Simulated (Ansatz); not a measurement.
## Molecular dynamics of C2H10O3Si2

input.yaml

```yaml
crystal:
  periodic: [false, false, false]
  atoms:
    - { symbol: Si, position_ang: [-0.291586, -0.101893, 0.275468] }
    - { symbol: O, position_ang: [-1.046444, -0.671742, 1.66756] }
    - { symbol: Si, position_ang: [-1.10274, 0.291475, 3.063398] }
    - { symbol: H, position_ang: [-1.953155, 1.454128, 2.886952] }
    - { symbol: H, position_ang: [-1.654075, -0.538842, 4.110614] }
    - { symbol: H, position_ang: [0.216059, 0.753472, 3.456365] }
    - { symbol: H, position_ang: [1.023573, 0.473645, 0.468569] }
    - { symbol: O, position_ang: [-1.179799, 1.184826, -0.421691] }
    - { symbol: C, position_ang: [-2.562506, 0.835875, -0.742439] }
    - { symbol: H, position_ang: [-3.108773, 0.344819, 0.094647] }
    - { symbol: H, position_ang: [-3.099025, 1.776454, -0.981563] }
    - { symbol: H, position_ang: [-2.64778, 0.171865, -1.632186] }
    - { symbol: O, position_ang: [-0.076188, -1.458071, -0.740987] }
    - { symbol: C, position_ang: [-1.166859, -2.429817, -0.649127] }
    - { symbol: H, position_ang: [-1.547245, -2.566693, 0.386997] }
    - { symbol: H, position_ang: [-2.033296, -2.163578, -1.296079] }
    - { symbol: H, position_ang: [-0.777763, -3.405924, -1.003399] }
basis:
  gaussian: { orbitals: STO-3G }
hamiltonian:
  xc: b3lyp
md:
  timestep: 0.5
  n_steps: 109
  ensemble: nve
  temperature: 500.0
  initial_velocities: maxwell_boltzmann
  seed: 413496
```

Command:

```bash
$ ansatz run input.yaml --threads 1 --pin off --max-ram 2048MiB --backend cpu --events-out ev --progress --plain --runs-dir out
```

It starts from a relaxed structure.

Output, in part (one step line in 2, the closing report, with atoms numbered from 0):

```
md step     0: t =     0.00 fs  T =   500.0 K  F+E_penalty+E_count = -23841.67545295 eV  E_kin = 0.969450 eV  conserved = -23840.70600296 eV  (24 SCF iters)
md step     2: t =     1.00 fs  T =   468.7 K  F+E_penalty+E_count = -23841.61392236 eV  E_kin = 0.908834 eV  conserved = -23840.70508787 eV  (28 SCF iters)
md step     4: t =     2.00 fs  T =   402.1 K  F+E_penalty+E_count = -23841.48306336 eV  E_kin = 0.779602 eV  conserved = -23840.70346116 eV  (28 SCF iters)
md step     6: t =     3.00 fs  T =   346.7 K  F+E_penalty+E_count = -23841.37549563 eV  E_kin = 0.672295 eV  conserved = -23840.70320022 eV  (28 SCF iters)
md step     8: t =     4.00 fs  T =   312.2 K  F+E_penalty+E_count = -23841.30934701 eV  E_kin = 0.605228 eV  conserved = -23840.70411905 eV  (28 SCF iters)
md step    10: t =     5.00 fs  T =   273.6 K  F+E_penalty+E_count = -23841.23504452 eV  E_kin = 0.530551 eV  conserved = -23840.70449392 eV  (28 SCF iters)
md step    12: t =     6.00 fs  T =   220.3 K  F+E_penalty+E_count = -23841.13080717 eV  E_kin = 0.427084 eV  conserved = -23840.70372320 eV  (28 SCF iters)
md step    14: t =     7.00 fs  T =   174.5 K  F+E_penalty+E_count = -23841.04096991 eV  E_kin = 0.338270 eV  conserved = -23840.70269956 eV  (28 SCF iters)
md step    16: t =     8.00 fs  T =   165.4 K  F+E_penalty+E_count = -23841.02349338 eV  E_kin = 0.320692 eV  conserved = -23840.70280134 eV  (28 SCF iters)
md step    18: t =     9.00 fs  T =   189.8 K  F+E_penalty+E_count = -23841.07206923 eV  E_kin = 0.368074 eV  conserved = -23840.70399523 eV  (28 SCF iters)
md step    20: t =    10.00 fs  T =   214.4 K  F+E_penalty+E_count = -23841.12025741 eV  E_kin = 0.415642 eV  conserved = -23840.70461546 eV  (28 SCF iters)
md step    22: t =    11.00 fs  T =   222.0 K  F+E_penalty+E_count = -23841.13429084 eV  E_kin = 0.430476 eV  conserved = -23840.70381497 eV  (28 SCF iters)
md step    24: t =    12.00 fs  T =   234.9 K  F+E_penalty+E_count = -23841.15852484 eV  E_kin = 0.455520 eV  conserved = -23840.70300511 eV  (28 SCF iters)
md step    26: t =    13.00 fs  T =   274.9 K  F+E_penalty+E_count = -23841.23660086 eV  E_kin = 0.532918 eV  conserved = -23840.70368272 eV  (28 SCF iters)
md step    28: t =    14.00 fs  T =   322.8 K  F+E_penalty+E_count = -23841.33077464 eV  E_kin = 0.625897 eV  conserved = -23840.70487774 eV  (28 SCF iters)
md step    30: t =    15.00 fs  T =   344.0 K  F+E_penalty+E_count = -23841.37211593 eV  E_kin = 0.667073 eV  conserved = -23840.70504340 eV  (28 SCF iters)
md step    32: t =    16.00 fs  T =   332.8 K  F+E_penalty+E_count = -23841.34943930 eV  E_kin = 0.645341 eV  conserved = -23840.70409859 eV  (28 SCF iters)
md step    34: t =    17.00 fs  T =   316.9 K  F+E_penalty+E_count = -23841.31758187 eV  E_kin = 0.614421 eV  conserved = -23840.70316040 eV  (25 SCF iters)
md step    36: t =    18.00 fs  T =   323.0 K  F+E_penalty+E_count = -23841.32972395 eV  E_kin = 0.626199 eV  conserved = -23840.70352527 eV  (25 SCF iters)
md step    38: t =    19.00 fs  T =   340.0 K  F+E_penalty+E_count = -23841.36406902 eV  E_kin = 0.659202 eV  conserved = -23840.70486702 eV  (27 SCF iters)
md step    40: t =    20.00 fs  T =   330.1 K  F+E_penalty+E_count = -23841.34537260 eV  E_kin = 0.640094 eV  conserved = -23840.70527872 eV  (27 SCF iters)
md step    42: t =    21.00 fs  T =   282.6 K  F+E_penalty+E_count = -23841.25195277 eV  E_kin = 0.547982 eV  conserved = -23840.70397109 eV  (27 SCF iters)
md step    44: t =    22.00 fs  T =   234.6 K  F+E_penalty+E_count = -23841.15762457 eV  E_kin = 0.454930 eV  conserved = -23840.70269470 eV  (26 SCF iters)
md step    46: t =    23.00 fs  T =   222.3 K  F+E_penalty+E_count = -23841.13421929 eV  E_kin = 0.431091 eV  conserved = -23840.70312806 eV  (27 SCF iters)
md step    48: t =    24.00 fs  T =   235.0 K  F+E_penalty+E_count = -23841.15988111 eV  E_kin = 0.455631 eV  conserved = -23840.70424967 eV  (27 SCF iters)
md step    50: t =    25.00 fs  T =   240.4 K  F+E_penalty+E_count = -23841.17058204 eV  E_kin = 0.466093 eV  conserved = -23840.70448862 eV  (27 SCF iters)
md step    52: t =    26.00 fs  T =   230.5 K  F+E_penalty+E_count = -23841.15059249 eV  E_kin = 0.446864 eV  conserved = -23840.70372809 eV  (27 SCF iters)
md step    54: t =    27.00 fs  T =   226.9 K  F+E_penalty+E_count = -23841.14298056 eV  E_kin = 0.439980 eV  conserved = -23840.70300076 eV  (27 SCF iters)
md step    56: t =    28.00 fs  T =   249.8 K  F+E_penalty+E_count = -23841.18778887 eV  E_kin = 0.484317 eV  conserved = -23840.70347218 eV  (28 SCF iters)
md step    58: t =    29.00 fs  T =   284.6 K  F+E_penalty+E_count = -23841.25661391 eV  E_kin = 0.551827 eV  conserved = -23840.70478675 eV  (28 SCF iters)
md step    60: t =    30.00 fs  T =   294.5 K  F+E_penalty+E_count = -23841.27607525 eV  E_kin = 0.570933 eV  conserved = -23840.70514231 eV  (28 SCF iters)
md step    62: t =    31.00 fs  T =   270.2 K  F+E_penalty+E_count = -23841.22782596 eV  E_kin = 0.523842 eV  conserved = -23840.70398435 eV  (28 SCF iters)
md step    64: t =    32.00 fs  T =   243.8 K  F+E_penalty+E_count = -23841.17582673 eV  E_kin = 0.472626 eV  conserved = -23840.70320065 eV  (28 SCF iters)
md step    66: t =    33.00 fs  T =   237.5 K  F+E_penalty+E_count = -23841.16443186 eV  E_kin = 0.460537 eV  conserved = -23840.70389489 eV  (28 SCF iters)
md step    68: t =    34.00 fs  T =   233.4 K  F+E_penalty+E_count = -23841.15715685 eV  E_kin = 0.452519 eV  conserved = -23840.70463759 eV  (28 SCF iters)
md step    70: t =    35.00 fs  T =   209.7 K  F+E_penalty+E_count = -23841.11094789 eV  E_kin = 0.406645 eV  conserved = -23840.70430300 eV  (28 SCF iters)
md step    72: t =    36.00 fs  T =   175.6 K  F+E_penalty+E_count = -23841.04376636 eV  E_kin = 0.340464 eV  conserved = -23840.70330285 eV  (28 SCF iters)
md step    74: t =    37.00 fs  T =   160.6 K  F+E_penalty+E_count = -23841.01409561 eV  E_kin = 0.311352 eV  conserved = -23840.70274365 eV  (28 SCF iters)
md step    76: t =    38.00 fs  T =   180.5 K  F+E_penalty+E_count = -23841.05337988 eV  E_kin = 0.349901 eV  conserved = -23840.70347900 eV  (27 SCF iters)
md step    78: t =    39.00 fs  T =   213.7 K  F+E_penalty+E_count = -23841.11908706 eV  E_kin = 0.414355 eV  conserved = -23840.70473250 eV  (28 SCF iters)
md step    80: t =    40.00 fs  T =   225.8 K  F+E_penalty+E_count = -23841.14239417 eV  E_kin = 0.437734 eV  conserved = -23840.70466028 eV  (28 SCF iters)
md step    82: t =    41.00 fs  T =   219.6 K  F+E_penalty+E_count = -23841.12904367 eV  E_kin = 0.425748 eV  conserved = -23840.70329586 eV  (28 SCF iters)
md step    84: t =    42.00 fs  T =   232.3 K  F+E_penalty+E_count = -23841.15335494 eV  E_kin = 0.450409 eV  conserved = -23840.70294626 eV  (28 SCF iters)
md step    86: t =    43.00 fs  T =   273.7 K  F+E_penalty+E_count = -23841.23488321 eV  E_kin = 0.530742 eV  conserved = -23840.70414161 eV  (28 SCF iters)
md step    88: t =    44.00 fs  T =   310.8 K  F+E_penalty+E_count = -23841.30768872 eV  E_kin = 0.602684 eV  conserved = -23840.70500433 eV  (28 SCF iters)
md step    90: t =    45.00 fs  T =   317.2 K  F+E_penalty+E_count = -23841.31971174 eV  E_kin = 0.615047 eV  conserved = -23840.70466439 eV  (28 SCF iters)
md step    92: t =    46.00 fs  T =   301.7 K  F+E_penalty+E_count = -23841.28871296 eV  E_kin = 0.584990 eV  conserved = -23840.70372320 eV  (27 SCF iters)
md step    94: t =    47.00 fs  T =   292.1 K  F+E_penalty+E_count = -23841.26959961 eV  E_kin = 0.566323 eV  conserved = -23840.70327711 eV  (27 SCF iters)
md step    96: t =    48.00 fs  T =   300.7 K  F+E_penalty+E_count = -23841.28700873 eV  E_kin = 0.582965 eV  conserved = -23840.70404374 eV  (27 SCF iters)
md step    98: t =    49.00 fs  T =   305.3 K  F+E_penalty+E_count = -23841.29712934 eV  E_kin = 0.592003 eV  conserved = -23840.70512605 eV  (27 SCF iters)
md step   100: t =    50.00 fs  T =   277.2 K  F+E_penalty+E_count = -23841.24232925 eV  E_kin = 0.537544 eV  conserved = -23840.70478495 eV  (27 SCF iters)
md step   102: t =    51.00 fs  T =   227.7 K  F+E_penalty+E_count = -23841.14483220 eV  E_kin = 0.441494 eV  conserved = -23840.70333865 eV  (27 SCF iters)
md step   104: t =    52.00 fs  T =   197.0 K  F+E_penalty+E_count = -23841.08498316 eV  E_kin = 0.381940 eV  conserved = -23840.70304325 eV  (27 SCF iters)
md step   106: t =    53.00 fs  T =   195.0 K  F+E_penalty+E_count = -23841.08201673 eV  E_kin = 0.378022 eV  conserved = -23840.70399503 eV  (28 SCF iters)
md step   108: t =    54.00 fs  T =   196.1 K  F+E_penalty+E_count = -23841.08470131 eV  E_kin = 0.380259 eV  conserved = -23840.70444229 eV  (27 SCF iters)
md step   109: t =    54.50 fs  T =   192.2 K  F+E_penalty+E_count = -23841.07685619 eV  E_kin = 0.372578 eV  conserved = -23840.70427822 eV  (25 SCF iters)
Total energy: -23841.07709050 eV, -876.1434230133 hartree
Atom 0 at    -0.189394    -0.084860     0.223117 Å, force    -0.089071     0.686729     2.199590 eV/Å
Atom 1 at    -0.967254    -0.681364     1.666562 Å, force     1.812844    -0.491884    -2.289891 eV/Å
Atom 2 at    -1.180797     0.273918     3.008186 Å, force    -0.936353     0.289180     0.024728 eV/Å
Atom 3 at    -2.243827     1.135268     2.487602 Å, force     0.215835     0.527880     1.036940 eV/Å
Atom 4 at    -1.665759    -0.648997     4.005804 Å, force    -0.146295     0.150882     0.233617 eV/Å
Atom 5 at    -0.023701     0.951897     3.560695 Å, force    -0.016727     0.240818    -0.168516 eV/Å
Atom 6 at     1.193018     0.476209     0.308398 Å, force    -0.945058    -0.478301    -0.020308 eV/Å
Atom 7 at    -1.147408     1.196865    -0.393944 Å, force     1.513526     0.354388     0.085130 eV/Å
Atom 8 at    -2.484186     0.725725    -0.580276 Å, force    -1.655788     0.981625     0.373986 eV/Å
Atom 9 at    -2.838843     0.205189     0.348708 Å, force    -0.305586    -0.266432    -0.668206 eV/Å
Atom 10 at    -3.156523     1.628741    -0.703357 Å, force     0.436802    -0.634968    -0.048805 eV/Å
Atom 11 at    -2.598152     0.103099    -1.494385 Å, force    -0.225030    -0.280197     0.160167 eV/Å
Atom 12 at    -0.205796    -1.404711    -0.779117 Å, force     1.036165    -0.084774    -1.001079 eV/Å
Atom 13 at    -1.250880    -2.360988    -0.581746 Å, force    -0.600649    -0.544016     0.646379 eV/Å
Atom 14 at    -2.190533    -1.953492    -0.115691 Å, force     0.277437    -0.221136    -0.544630 eV/Å
Atom 15 at    -1.454208    -2.806672    -1.580469 Å, force    -0.348638    -0.129426     0.224000 eV/Å
Atom 16 at    -0.921342    -3.170208     0.116024 Å, force    -0.023412    -0.100369    -0.243102 eV/Å
Dipole moment:    -0.054893    -0.016358     0.227997 e Å
```

All steps were run. The conserved energy stayed within 0.21 meV per atom of its start (net change 0.1 meV per atom), so the integration is sound. Over the second half the temperature averaged 0.49 of the 500 K drawn at the start: a run that starts near a minimum puts about half its kinetic energy into the potential. A run of 0.054 ps of so small a system gives no equilibrium averages. Limits of this set-up: minimal basis.

The same pairs are bonded in the first frame and the last. Pairs count as bonded within 1.25 times the sum of covalent radii (0.12 Å more for H–H).

Last frame:

```xyz
17
Properties=species:S:1:pos:R:3
Si -0.189 -0.085 0.223
O -0.967 -0.681 1.667
Si -1.181 0.274 3.008
H -2.244 1.135 2.488
H -1.666 -0.649 4.006
H -0.024 0.952 3.561
H 1.193 0.476 0.308
O -1.147 1.197 -0.394
C -2.484 0.726 -0.580
H -2.839 0.205 0.349
H -3.156 1.629 -0.703
H -2.598 0.103 -1.494
O -0.206 -1.405 -0.779
C -1.251 -2.361 -0.582
H -2.191 -1.954 -0.116
H -1.454 -2.807 -1.581
H -0.921 -3.170 0.116
```

Time of the run: 9.5 min on 1 thread of AMD EPYC 7R43 64-Core Processor (Zen 3), with other jobs on the host, peak memory 0.17 GiB.
